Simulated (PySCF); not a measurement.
# Excitation energy of O⁺ by level of theory

O⁺ [He] 2s2 2p3 (4S) → O⁺ [He] 2s2 2p2 3d1 (high-spin determinant), as a difference of total energies. All numbers are calculated (PySCF 2.14, scalar relativity by spin-free X2C-1e, in aug-cc-pVQZ-DK (6s5p4d3f2g, 80 functions)). Correlated levels: valence: 1s2 frozen. The calculations carry no spin-orbit coupling.

| method | excitation energy (eV) |
| --- | --- |
| UHF | 30.292 |
| MP2 (valence) | 30.591 |
| SCS-MP2 (valence) | 30.372 |
| CCSD (valence) | 30.534 |
| CCSD(T) (valence) | 30.509 |

How much does correlation contribute at CCSD(T) (valence)?

30.509 − (30.292) = 0.217 eV, measured against UHF.

A first-order spin-orbit estimate (lowest level to lowest level, LS coupling) adds -0.018 eV.

The promoted electron is Rydberg-like, and one or two diffuse shells describe it only roughly, which tends to raise the upper state.

The determinant of the upper state mixes LS terms, which raises its energy above the lowest term, most at the Hartree-Fock and MP2 levels.
